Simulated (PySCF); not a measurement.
# Computed records: B2GeH5O

Computed with PySCF 2.14.0. Calculation on a computer-drawn molecule: the log of a Hartree-Fock and frozen-core CCSD(T) single point meant for a local Hartree-Fock minimum, with one planted fault or none, to be diagnosed. Offsets are logged minus clean, where the clean run is the same molecule without the fault. The reference is restricted for singlets and unrestricted otherwise, and also for a bond in bohr or an excited solution. Adding or removing an electron swaps singlet and doublet. The excited solution moves the top pair (singlet) or top alpha electron (doublet) to the lowest empty orbital. Highest occupied and lowest empty are orbital energies over both spins, largest force is the largest gradient component, triples share is (T) over the correlation energy, the T1 limit is 0.02 restricted and 0.045 unrestricted, electrons count all cores, a negative frequency is imaginary (commonest isotopes), and the dipole is about the centre of nuclear charge; on germanium a core potential holds 10 electrons, which the energies leave out, and 3d is frozen in MP2 and coupled-cluster steps.

Entry: B2GeH5O

Logged structure:
```xyz
9
B2GeH5O
B      0.7494    -0.3168    -2.2678
B     -0.1917     0.6510    -1.4455
Ge     0.9131     1.7675    -0.0920
O      2.5909     1.1787    -0.3899
H      1.4943    -1.0204    -2.8546
H     -1.3780     0.7557    -1.5569
H      0.8880     3.2877    -0.3282
H      0.5720     1.5195     1.3877
H      3.2739     1.5705     0.1339
```

* meant charge: 0
* meant multiplicity: 2
* meant basis: cc-pVDZ
* meant basis and core potential on germanium: cc-pVDZ-PP ECP10MDF
* logged electrons: 55
* logged basis functions: 90
* logged SCF converged: yes
* logged spin squared: 0.7642
* logged highest occupied: -6.8705 eV
* logged lowest empty: -0.37436 eV
* logged largest force: 0.05211 hartree/bohr
* logged dipole magnitude: 1.0867 debye
* logged SCF stable within its kind: no
* logged energy HF: -420.38562 hartree
* possible faults: no fault, one electron removed, one electron added, multiplicity raised by two, geometry at a saddle point, SCF held on an excited solution, minimal basis STO-3G, one bond length entered in bohr, all coordinates scaled
* planted fault: withheld

Drawn bonds:
```
atom  other atom  order
   1           2      1
   2           3      1
   3           4      1
   1           5      1
   2           6      1
   3           7      1
   3           8      1
   4           9      1
```

Notes: coupled-cluster numbers left out as unreliable.

Questions
1. Which fault was planted in the run of B2GeH5O?

## Answers
1. SCF held on an excited solution

Further results for B2GeH5O:

* HF energy offset from clean run: 45.48 kcal/mol
